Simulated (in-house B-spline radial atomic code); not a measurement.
**The indium ion In⁷⁺: [Kr] 4d6**

Method: non-relativistic Hartree-Fock, average of configuration, point nucleus. Calculated with a B-spline radial code for spherical atoms.

Z_r = [3n² - l(l+1)]/(2<r>); Z_e = n√(-2ε); the last column is Slater's effective charge.

| shell | electrons | ε (eV) | <r> (bohr) | Z_r | Z_e | Slater |
| --- | --- | --- | --- | --- | --- | --- |
| 1s | 2 | -27270 | 0.03105 | 48.31 | 44.77 | 48.70 |
| 2s | 2 | -4184.2 | 0.1341 | 44.74 | 35.07 | 44.85 |
| 2p | 6 | -3906 | 0.1147 | 43.60 | 33.89 | 44.85 |
| 3s | 2 | -923.02 | 0.3591 | 37.59 | 24.71 | 37.75 |
| 3p | 6 | -807.48 | 0.3508 | 35.63 | 23.11 | 37.75 |
| 3d | 10 | -595.61 | 0.323 | 32.51 | 19.85 | 27.85 |
| 4s | 2 | -243.72 | 0.8554 | 28.06 | 16.93 | 21.25 |
| 4p | 6 | -201.69 | 0.8971 | 25.64 | 15.40 | 21.25 |
| 4d | 6 | -134.7 | 1.01 | 20.79 | 12.59 | 11.25 |

The least bound orbital is 4d at -134.7 eV, and it is also the most diffuse (<r> = 1.01 bohr).

The density falls to 0.001 bohr⁻³ at 2.428 bohr; Σ<r²> = 16.682 bohr² gives, by the non-relativistic formula and without the paramagnetism of open shells, a Langevin diamagnetic susceptibility of -13.21×10⁻⁶ cm³/mol.
